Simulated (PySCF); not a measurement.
A PySCF script (with the pyscf-properties extension) for the NMR shieldings of `InChI=1S/CH8N2SSi2/c1-4-6-2-5-3-6/h2-3,6H,5H2,1H3`, on a PBE0-D3(BJ)/def2-SVP geometry:

```python
import basis_set_exchange as bse
import numpy as np
from pyscf import gto, dft
from pyscf.prop import nmr

atoms = """
C     1.772451    0.064142    0.310145
S     1.268091   -0.046586    2.058901
Si   -0.826714   -0.299949    1.776712
N    -1.309171   -1.555782    0.663770
Si   -2.102223   -0.446298   -0.426107
N    -1.597923    0.813856    0.673739
H     1.597568   -0.888715   -0.207387
H     1.217863    0.864103   -0.198995
H     2.845226    0.295979    0.294295
H    -1.357443   -0.365227    3.168440
H    -1.081945   -2.537448    0.614349
H    -3.581505   -0.616276   -0.574199
H    -1.523612   -0.377733   -1.805973
H    -1.828717    1.792650    0.757387
"""
names = dict.fromkeys(["C", "S", "Si", "N", "H"], "pcSseg-1")
basis = {el: gto.basis.parse(bse.get_basis(n, elements=[el], fmt="nwchem")) for el, n in names.items()}
mol = gto.M(atom=atoms, basis=basis, charge=0, verbose=0)
mf = dft.RKS(mol, xc="PBE0")
mf.grids.level = 2
mf.grids.alignment = dft.numint.BLKSIZE   # the property module wants whole blocks of grid points
mf.conv_tol = 1e-9
mf.kernel()

calc = nmr.RKS(mf)   # GIAO
C = mf.mo_coeff
Co = C[:, mf.mo_occ > 0]
resp = mf.gen_response(singlet=True, hermi=2)
def vind(x):   # induced exchange potential for any number of trial vectors
    d = np.einsum("pi,xij,qj->xpq", C, 2 * x.reshape(-1, C.shape[1], Co.shape[1]), Co, optimize=True)
    return np.einsum("xpq,pi,qj->xij", resp(d - d.transpose(0, 2, 1)), C, Co, optimize=True).ravel()
mo1, _ = nmr.rhf.solve_mo1(calc, with_cphf=vind)
sigma = calc.kernel(mo1)
for i, s in enumerate(sigma):   # ppm
    w = np.linalg.eigvalsh((s + s.T) / 2)
    print("%2d %-2s iso %8.1f  s11 %8.1f  s22 %8.1f  s33 %8.1f" % (i, mol.atom_pure_symbol(i), w.mean(), *w))
```

Problem. What are the results?

Solution. 
```
 0 C  iso    174.4  s11    164.3  s22    167.8  s33    191.1
 1 S  iso    609.9  s11    497.3  s22    588.6  s33    743.8
 2 Si iso    353.7  s11    303.7  s22    368.7  s33    388.7
 3 N  iso    242.7  s11    189.6  s22    247.3  s33    291.1
 4 Si iso    377.4  s11    358.5  s22    361.0  s33    412.7
 5 N  iso    244.7  s11    190.9  s22    249.0  s33    294.3
 6 H  iso     29.1  s11     23.8  s22     27.6  s33     36.0
 7 H  iso     28.9  s11     23.4  s22     28.2  s33     35.2
 8 H  iso     29.4  s11     23.7  s22     26.6  s33     38.0
 9 H  iso     25.4  s11     21.3  s22     23.1  s33     31.8
10 H  iso     31.2  s11     23.9  s22     25.6  s33     44.1
11 H  iso     25.7  s11     22.4  s22     23.0  s33     31.6
12 H  iso     25.7  s11     22.2  s22     23.9  s33     31.0
13 H  iso     31.3  s11     23.8  s22     25.4  s33     44.6
```

These numbers come from an equivalent density-fitted implementation of the same equations, which agrees with the script to about 0.01 ppm for H and up to a few tenths of a ppm for heavy atoms, so last digits may differ.

Size and cost of the density-fitted run: 163 basis functions, 39 s wall time on 1 thread of an Arm Neoverse N1, shared host; peak memory 0.96 GiB.
